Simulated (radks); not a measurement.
Results of a calculation; reference values are marked as such.
How relativity changes the ionisation of the neon ion Ne+ ([He] 2s2 2p5) to Ne2+ ([He] 2s2 2p4). Spin-unpolarised spherical Kohn-Sham, PBEsol, point nucleus unless stated (finite: rms radius 3.0055 fm), a radial shooting solver on a logarithmic mesh with Libxc functionals. A level marked "c x" has the speed of light scaled by that factor and shares open shells by 2j + 1; other Dirac levels either fill j = l - 1/2 first or share by 2j + 1.

| level | E(Ne+) (hartree) | E(Ne2+) (hartree) | IE (eV) | HOMO | <r> HOMO (bohr) |
|---|---|---|---|---|---|
| non-rel. | -127.70202 | -126.11541 | 43.174 | 2p | 0.8836 |
| scalar-rel. | -127.84868 | -126.26256 | 43.161 | 2p | 0.8834 |
| scalar-rel., finite nucleus | -127.84864 | -126.26252 | 43.161 | 2p | 0.8834 |
| Dirac, 2j+1 shares | -127.84871 | -126.26259 | 43.161 | 2p3/2 | 0.8841 |
| Dirac, low j first | -127.85016 | -126.26590 | 43.110 | 2p3/2 | 0.8842 |
| Dirac, 2j+1 shares, finite nucleus | -127.84867 | -126.26254 | 43.161 | 2p3/2 | 0.8841 |
| Dirac, c x 0.85 | -127.90526 | -126.31932 | 43.156 | 2p3/2 | 0.8843 |
| Dirac, c x 5 | -127.70788 | -126.12128 | 43.173 | 2p3/2 | 0.8837 |
| Dirac, c x 10 | -127.70349 | -126.11688 | 43.174 | 2p3/2 | 0.8836 |

NIST Atomic Spectra Database: 40.963 eV (measured). The relativistic part of the total energy of Ne+ is -0.1466 hartree (Dirac, 2j+1 shares, finite nucleus), 0.11 % of the non-relativistic value. Spin polarisation and multiplet splitting of open shells are left out at every level.

Beside tabulated values, note that spin-unpolarised runs miss the spin-polarisation part of the exchange energy of open shells.
